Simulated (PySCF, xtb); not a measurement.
Ge(H)2(Br)(Me) (CH5BrGe), SMILES [CH3][GeH2][Br].

xtb 6.7.1 with GFN2-xTB at its own geometry gives an orbital gap of 6.73 eV and a dipole moment of 5.43 D.

The structure is a stationary point at PBE0-D3(BJ)/def2-SVP.

Question: What does PBE/def2-TZVPD (PySCF) give? (Estimate from the structure and the level; the computed values follow.)

Answer: gap 5.50 eV (levels -6.82 and -1.32 eV), dipole 2.38 D.
